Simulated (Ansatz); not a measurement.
Input for Ansatz (a first-principles code): R-B3LYP/def2-TZVPP on I3Sb (SMILES [I][Sb]([I])[I]), atoms moved off the minimum. Elements past Kr take the def2 small-core potentials; no spin–orbit coupling.

Ansatz 0.2 input:
```yaml
crystal:
  periodic: [false, false, false]
  atoms:
    - {symbol: Sb, position_ang: [0.16847787, 0.09351864, 1.07562406]}
    - {symbol: I, position_ang: [-1.84567289, -1.68129894, -0.29006161]}
    - {symbol: I, position_ang: [-0.28015000, 2.39627978, -0.28745513]}
    - {symbol: I, position_ang: [2.24059297, -0.91393467, -0.44791734]}
basis:
  gaussian:
    orbitals: def2-TZVPP
hamiltonian:
  xc: {name: B3LYP}
scf: {lower_state_search: off}
output: {forces: true}
```

Question: What total energy does the run end on?

Answer: -1133.8699 hartree.

Question: How many basis functions does it have, and what does it roughly cost on one machine?

Answer: 200 functions; roughly 19 core-seconds.
